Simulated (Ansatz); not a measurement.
Reactions of `[BH2][GeH2][CH3]`.

Program: Ansatz. Geometries: PBE0-D4/def2-TZVP. ΔE: electronic, gas phase. CBS: MP2 limit from def2 TZ/QZ plus the TZ coupled-cluster correction, frozen cores. This one scheme is used for every species. For Br, Ge outer-core shells are correlated without core-valence functions, which leaves a few kJ/mol of doubt a bond. Scalar relativity is left out up to krypton. One conformer a species, not always the lowest.

Task: Order these by ΔE at CCSD(T)/CBS, lowest first. (Estimate.)
A. `[BH2][GeH2][CH3]` → `B[CH2][GeH3]`
B. `[BH2][GeH2][CH3]` + PH₃ → `[BH2][GeH2][PH2]` + CH₄
C. `[BH2][GeH2][CH3]` + `CN[SiH](O)O` → `[BH2][GeH2][OH]` + `CN[SiH](C)O`
D. `[BH2][GeH2][CH3]` + H₂S → `[CH3][GeH2][SH]` + BH₃
E. `[BH2][GeH2][CH3]` + `CB1N=C1C` → `[BH2][GeH]([CH3])[CH3]` + `CB1C=N1`
F. `[BH2][GeH2][CH3]` + `[SiH3][SiH2]Br` → `[BH2][GeH2][SiH2][SiH3]` + `CBr`
G. `[BH2][GeH2][CH3]` + H–F → `[BH2][GeH2][F]` + CH₄
H. `[BH2][GeH2][CH3]` + `C#CN(C)[SiH2]F` → `C#[C][GeH2][CH3]` + `BN(C)[SiH2]F`

Result: H (-53.6 kcal/mol), G (-16.8 kcal/mol), D (-13.5 kcal/mol), B (-11.4 kcal/mol), A (-8.7 kcal/mol), E (+1.1 kcal/mol), C (+18.8 kcal/mol), F (+24.7 kcal/mol).

Largest T1 diagnostic: 0.013, for `[BH2][GeH2][SiH2][SiH3]`.
